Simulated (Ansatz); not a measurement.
Basis-set extrapolation for CH3NOSSi (`OC1=N[SiH2]S1`) (PBE0-D4/def2-TZVP geometry, frozen core, Ansatz). Multiplicity 1, RHF reference.

```csv
,def2-TZVPP,def2-QZVPP
HF,-855.507019,-855.534767
MP2 correlation,-0.874819,-0.942870
CCSD(T) correlation,-0.944604,not run
```

Energies in hartree. Use E(X) = E(∞) + A·exp(−7.88·√X) for Hartree–Fock and E(X) = E(∞) + B·X^(−2.97) for correlation, with X = 3 and 4, and add CCSD(T) minus MP2 of the smaller set to the MP2 limit.

What is the CCSD(T) energy at the basis-set limit?

HF limit: -855.534767 + (-0.027748) × 0.13774 = -855.53859. MP2 limit: -0.942870 + (-0.068051) × 0.74074 = -0.99328. Higher-order term: -0.944604 − (-0.874819) = -0.06978. Total: -856.60165 hartree, 393.9 kJ/mol below CCSD(T)/def2-TZVPP.
